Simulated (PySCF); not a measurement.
Krypton: a sound run and one with changed settings

Sound run: Kr [Kr], Kr+ [Ar] 3d10 4s2 4p5. Calculation: PySCF 2.14, in aug-cc-pVDZ-PP with ECP10MDF (5s4p3d, 32 functions); a scalar-relativistic core potential. In the sound run the correlated levels freeze 3s2 3p6 3d10 outside the core potential. The sound run starts from symmetry-adapted Hartree-Fock orbitals and uses a fine grid where one is needed.

Changed run: initial guess atom, at most 50 SCF cycles.

```csv
species,method,sound run (hartree),changed run (hartree),converged
Kr,UHF,-462.18031,-462.18031,yes
Kr,r2SCAN,-463.42915,-463.42915,yes
Kr,CCSD(T),-462.31929,-462.31929,yes
Kr+,M06-2X,-463.22266,-463.22266,yes
Kr+,MP2,-461.79401,-461.79401,yes
```

Here the plain start reaches the same solutions.
